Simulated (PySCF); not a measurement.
A survey of 31P NMR shifts

[PySCF: coordinates at the GFN2-xTB level; shieldings: GIAO PBE0/pcSseg-1; non-relativistic Hamiltonian; one computed conformer; gas phase; equivalent nuclei averaged]

Shieldings were converted by a linear fit to measured shifts: 31P: δ = 270.09 − 0.828σ (rms 18.1 ppm, 64 shifts vs H3PO4, solution or neat liquid). A few per cent of atoms miss by over 2 rms, more outside the fitted compound classes.

**Question.** Give the 31P shifts of `O=Cc1ncccp1`, `CSc1cpcs1`, `CP(C)C#P`.

**Answer.** 
```json
{"compound": "O=Cc1ncccp1", "environment": "phosphorus bonded to 2 C, in a 6-membered ring", "δ (ppm)": "225.1"}
{"compound": "CSc1cpcs1", "environment": "phosphorus bonded to 2 C, in a 5-membered ring", "δ (ppm)": "206.9"}
{"compound": "[CH3:1][P:2]([CH3:3])[C:4]#[P:5]", "environment": "P5: phosphorus bonded to C", "δ (ppm)": "126.3"}
{"compound": "[CH3:1][P:2]([CH3:3])[C:4]#[P:5]", "environment": "P2: phosphorus bonded to 3 C", "δ (ppm)": "-46.5"}
```

**Question.** Match the shifts 214.9, 182.7, 109.9, -42.0, -239.8 ppm to `CSc1cscp1`, `O=Cc1ccncp1`, `C=C[SiH2][Si@@](C)(P)OC=O`, `S=[PH2]c1ccsc1`, `Cc1oc(C#N)cp1`.

**Answer.** 214.9: O=Cc1ccncp1 (phosphorus bonded to 2 C, in a 6-membered ring); 182.7: CSc1cscp1 (phosphorus bonded to 2 C, in a 5-membered ring); 109.9: Cc1oc(C#N)cp1 (phosphorus bonded to 2 C, in a 5-membered ring); -42.0: S=[PH2]c1ccsc1 (phosphorus bonded to C, S, 2 H); -239.8: C=C[SiH2][Si@@](C)(P)OC=O (phosphorus bonded to Si, 2 H).
